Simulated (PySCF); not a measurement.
Input file for PySCF: D3(BJ) and D4 dispersion corrections on C3H6S (a complex), monomers drawn apart or pushed together.

```python
from pyscf import gto
from pyscf.dispersion import dftd3, dftd4

mol = gto.M(
    atom='''
    S     0.17902421    0.15321057   -0.49990647
    H     0.31789063   -1.17979088   -0.42046149
    H     0.66804189    0.33445388    0.73996336
    C    -1.25584402   -0.32230364    3.48516814
    C     0.00100781   -0.05769331    3.68197058
    C     1.26215356    0.21040852    3.86071746
    H    -1.91208791   -0.58111570    4.30799328
    H    -1.68091274   -0.28720001    2.48821701
    H     1.60016307    1.22086680    4.06083475
    H     2.01451429   -0.56941128    3.82676443
    ''',
    basis='def2-svp',
    charge=0, spin=0, verbose=0, max_memory=1800)
d3, d4 = {}, {}
for xc in ['hf', 'pbe', 'blyp', 'revpbe', 'tpss', 'r2scan', 'b3lyp', 'pbe0', 'bhlyp', 'camb3lyp', 'b2plyp']:
    d3[xc] = float(dftd3.DFTD3Dispersion(mol, xc=xc, version='d3bj', atm=False).get_dispersion()['energy'])
    print(f'D3(BJ) {xc:10s} {d3[xc]:14.8f} Eh')
for xc in ['hf', 'pbe', 'blyp', 'revpbe', 'tpss', 'r2scan', 'b3lyp', 'pbe0', 'bhlyp', 'camb3lyp', 'b2plyp']:
    d4[xc] = float(dftd4.DFTD4Dispersion(mol, xc={'camb3lyp': 'cam-b3lyp'}.get(xc, xc), atm=True).get_dispersion()['energy'])
    print(f'D4     {xc:10s} {d4[xc]:14.8f} Eh')
```

Output:

```
D3(BJ) hf            -0.04518507 Eh
D3(BJ) pbe           -0.00573681 Eh
D3(BJ) blyp          -0.01167528 Eh
D3(BJ) revpbe        -0.01413733 Eh
D3(BJ) tpss          -0.00720858 Eh
D3(BJ) r2scan        -0.00183563 Eh
D3(BJ) b3lyp         -0.00954138 Eh
D3(BJ) pbe0          -0.00503248 Eh
D3(BJ) bhlyp         -0.00730053 Eh
D3(BJ) camb3lyp      -0.00460971 Eh
D3(BJ) b2plyp        -0.00440575 Eh
D4     hf            -0.01739556 Eh
D4     pbe           -0.00502445 Eh
D4     blyp          -0.01073717 Eh
D4     revpbe        -0.01583695 Eh
D4     tpss          -0.00674485 Eh
D4     r2scan        -0.00147652 Eh
D4     b3lyp         -0.00785765 Eh
D4     pbe0          -0.00434296 Eh
D4     bhlyp         -0.00565339 Eh
D4     camb3lyp      -0.00441293 Eh
D4     b2plyp        -0.00357832 Eh
```

The run finished.

Cost: about 0.020 core-seconds (a rough figure).
